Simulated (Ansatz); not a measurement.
Basis-set extrapolation for `CC(C)O[SiH]` (PBE0-D4/def2-TZVP geometry, frozen core, Ansatz). Multiplicity 1, RHF reference.

```
                      def2-TZVPP   def2-QZVPP
                 HF  -482.133997  -482.152278
    MP2 correlation    -0.866382    -0.925942
CCSD(T) correlation    -0.954123      not run
```

Energies in hartree. Use E(X) = E(∞) + A·exp(−7.88·√X) for Hartree–Fock and E(X) = E(∞) + B·X^(−2.97) for correlation, with X = 3 and 4, and add CCSD(T) minus MP2 of the smaller set to the MP2 limit.

Task: What is the CCSD(T) energy at the basis-set limit?

Result: HF limit: -482.152278 + (-0.018281) × 0.13774 = -482.15480. MP2 limit: -0.925942 + (-0.059560) × 0.74074 = -0.97006. Higher-order term: -0.954123 − (-0.866382) = -0.08774. Total: -483.21260 hartree, 326.8 kJ/mol below CCSD(T)/def2-TZVPP.
